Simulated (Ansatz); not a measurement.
Cost and result for the atomization energy of CH4AlFSSi (`F[SiH]1[CH2][AlH][S]1`) (9 atoms, 9 bonds).

```tsv
atom	x (Å)	y (Å)	z (Å)
F1	-0.0716	2.2134	1.0385
Si2	0.0731	1.1734	-0.1676
C3	0.7691	-0.4597	0.3850
Al4	-0.8898	-1.3160	-0.2057
S5	-1.8609	0.5407	-0.8413
H6	0.8070	1.8776	-1.2439
H7	0.9409	-0.4898	1.4648
H8	1.6912	-0.7574	-0.1192
H9	-1.4590	-2.7822	-0.3106
```

The species carries charge 0 and has multiplicity 1. The structure was optimised at the PBE0-D4/def2-TZVP level. Program: Ansatz. All runs use 4 threads of an Arm Neoverse V1 on a shared host. Times are those of one run each, without the atoms' runs, and a repeat can differ threefold. Electronic energies, without spin–orbit coupling; frozen cores. CCSD(T)/CBS adds CCSD(T) − MP2 in def2-TZVPP to the MP2 limit, and its time is that of the two runs behind it. T1 = 0.012. B3LYP takes the VWN-RPA correlation (the form of Gaussian; ORCA's B3LYP/G).

CCSD(T)/CBS is a level of theory with its own doubt, some kJ/mol a heavy atom from the limit and from the frozen cores, so smaller differences don't rank the functionals.

| level | functions | wall time | atomization (kJ/mol) | difference from CCSD(T)/CBS | per bond |
| --- | --- | --- | --- | --- | --- |
| PBE-D4/def2-TZVPP (with forces) | 244 | 3 s | 3292.6 | 18.1 | 2.0 |
| PBE0-D4/def2-TZVPP | 244 | 3.7 s | 3255.8 | -18.7 | -2.1 |
| r2SCAN-D4/def2-TZVPP (with forces) | 244 | 6 s | 3290.1 | 15.6 | 1.7 |
| B3LYP-D4/def2-TZVPP (with forces) | 244 | 6 s | 3233.2 | -41.3 | -4.6 |
| B2PLYP/def2-TZVPP | 244 | 6.5 s | 3211.5 | -63.0 | -7.0 |
| ωB97X-V/def2-TZVPP | 244 | 9.5 s | 3288.3 | 13.8 | 1.5 |
| ωB97M-V/def2-TZVPP (with forces) | 244 | 14 s | 3282.9 | 8.4 | 0.9 |
| MP2/def2-QZVPP | 444 | 21 s | 3311.1 | 36.6 | 4.1 |
| CCSD(T)/def2-TZVPP | 244 | 120 s | 3174.7 | -99.8 | -11.1 |
| CCSD(T)/CBS(def2) | – | 2.3 min | 3274.5 | 0.0 | 0.0 |

In def2-TZVPP, CCSD(T) changes the Hartree–Fock value by +737.1 kJ/mol (the triples alone add +51.9 kJ/mol) and MP2 by +814.0 kJ/mol; breaking electron pairs costs correlation energy, which Hartree–Fock lacks. From PBE to PBE0 (25 % exact exchange), in def2-TZVPP and without D4, the atomization energy moves by −33.0 kJ/mol: exact exchange takes away binding that semilocal exchange gives to molecules. The D4 term adds +41.0 kJ/mol with B3LYP and +21.2 kJ/mol with PBE0; it sums over pairs of atoms, weighted by their polarisabilities, and B3LYP, whose exchange is more repulsive, gets the larger term.
